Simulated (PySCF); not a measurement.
Continuum solvent and chemical shifts

Atoms are numbered as in `[CH3:1][CH2:2][c:3]1[nH:4][cH:5][cH:6][p:7]1` (H(Xn): hydrogen on atom n).

GIAO PBE0/pcSseg-1 in PySCF 2.14 on one PBE0-D3(BJ)/def2-SVP conformer, non-relativistic, equivalent nuclei averaged. Solvents enter as an IEF-PCM continuum (chloroform with ε = 4.7, acetonitrile with ε = 35.7) around the gas-phase geometry. Shifts are referred to TMS computed in the same medium.

Gas phase, δ in ppm: C3 176.2, C6 135.4, C5 129.0, C2 27.4, C1 20.7, H(N4) 8.21, H(C5) 7.33, H(C6) 7.09, H(C2) 2.80, H(C1) 1.22. Dipole moment 3.52 D.

(1) How does each δ change in the continuum?

(2) Which of the listed nuclei move most (in ppm), and what does the model miss? (N and O are left out, as their reference compounds move with the solvent too.)

Results:

(1) 
```json
{"atoms": "C3", "environment": "substituted aromatic carbon next to a ring nitrogen", "Δδ, chloroform": "+4.5", "Δδ, acetonitrile": "+6.4"}
{"atoms": "C6", "environment": "aromatic CH", "Δδ, chloroform": "-1.6", "Δδ, acetonitrile": "-2.5"}
{"atoms": "C5", "environment": "aromatic CH next to a ring nitrogen", "Δδ, chloroform": "+3.5", "Δδ, acetonitrile": "+5.3"}
{"atoms": "C2", "environment": "sp3 CH2 on an aromatic ring", "Δδ, chloroform": "+0.4", "Δδ, acetonitrile": "+0.7"}
{"atoms": "C1", "environment": "methyl carbon", "Δδ, chloroform": "+0.3", "Δδ, acetonitrile": "+0.5"}
{"atoms": "H(N4)", "environment": "hydrogen on a pyrrole-type ring nitrogen", "Δδ, chloroform": "+0.73", "Δδ, acetonitrile": "+1.07"}
{"atoms": "H(C5)", "environment": "hydrogen on an aromatic CH next to a ring nitrogen", "Δδ, chloroform": "+0.26", "Δδ, acetonitrile": "+0.39"}
{"atoms": "H(C6)", "environment": "hydrogen on an aromatic CH", "Δδ, chloroform": "-0.02", "Δδ, acetonitrile": "-0.04"}
{"atoms": "H(C2)", "environment": "hydrogen on an sp3 CH2 on an aromatic ring", "Δδ, chloroform": "+0.08", "Δδ, acetonitrile": "+0.12"}
{"atoms": "H(C1)", "environment": "hydrogen on a methyl carbon", "Δδ, chloroform": "+0.04", "Δδ, acetonitrile": "+0.06"}
```

Changes are relative to the gas phase. The dipole moment becomes 4.65 D in chloroform, 5.20 D in acetonitrile.

(2) C3 (substituted aromatic carbon next to a ring nitrogen, +6.4 ppm) in acetonitrile. A continuum only polarises the solute; specific hydrogen bonds, the anisotropy of aromatic solvents and changes of geometry or conformer are outside it.
